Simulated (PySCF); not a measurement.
# How the method moves the HOMO and LUMO of `[SiH3][Si]([SiH3])(P)Cl`

Species: ClH₈PSi₃.
Z-matrix (Å and degrees, PBE0-D3(BJ)/def2-SVP geometry), rows numbered from 1:
```
Si
Si  1  2.3413
Si  2  2.3430  1  113.61
P   2  2.2693  1  112.68  3  -124.06
Cl  2  2.0933  1  106.84  3   118.28
H   1  1.4964  2  109.01  3    62.40
H   1  1.4946  2  108.97  3  -178.61
H   1  1.4946  2  110.86  3   -57.99
H   3  1.4933  2  110.07  1   177.19
H   3  1.4966  2  109.26  1   -62.79
H   3  1.4942  2  109.28  1    56.62
H   4  1.4298  2   93.95  1   -41.51
H   4  1.4321  2   91.83  1    52.22
```

Basis pcSseg-1 throughout (PySCF), one geometry. Geometry: PBE0-D3(BJ)/def2-SVP, one conformer, isolated molecule.

How do the orbital energies, the gap and the dipole change with the method?

```csv
method,kind,HOMO (eV),LUMO (eV),gap (eV),μ (D),SCF cycles
BLYP,GGA,-6.31,-1.54,4.77,1.80,12
B97-D,GGA,-6.46,-1.62,4.84,1.92,13
PBE,GGA,-6.48,-1.78,4.71,1.91,12
OPBE,GGA,-6.49,-1.71,4.79,2.02,13
KT2,GGA,-6.54,-1.87,4.67,1.93,14
KT3,GGA,-6.55,-1.75,4.80,1.89,14
LDA,LDA,-6.56,-1.96,4.60,2.02,12
BP86,GGA,-6.59,-1.87,4.73,1.93,12
B3LYP,global hybrid,-7.34,-1.07,6.27,1.95,11
B97-2,global hybrid,-7.35,-0.98,6.37,2.07,12
PBE0,global hybrid,-7.57,-0.98,6.58,2.08,12
mPW1PW91,global hybrid,-7.59,-0.98,6.61,2.10,11
BHandHLYP,global hybrid,-8.51,0.04,8.55,2.10,11
CAM-B3LYP,range-separated hybrid,-8.76,0.18,8.95,2.07,11
wB97X-D,range-separated hybrid,-9.34,0.72,10.05,2.17,12
HF,Hartree–Fock,-10.01,2.36,12.37,2.25,10
LC-wPBE,range-separated hybrid,-10.07,1.14,11.21,2.27,12
```

The HOMO spans 3.76 eV, from BLYP down to LC-wPBE, and the gap runs from 4.60 eV (LDA) to 12.37 eV (HF). Over the methods BLYP (0 %), B97-D (0 %), PBE (0 %), OPBE (0 %), KT2 (0 %), KT3 (0 %), LDA (0 %), BP86 (0 %), B3LYP (20 %), B97-2 (21 %), PBE0 (25 %), mPW1PW91 (25 %), BHandHLYP (50 %), HF (100 %), a straight line through the gap against the share of exact exchange rises by 0.76 eV for each 10 % (correlation coefficient 1.000). The dipole ranges from 1.80 D (BLYP) to 2.27 D (LC-wPBE). This basis has no diffuse functions.
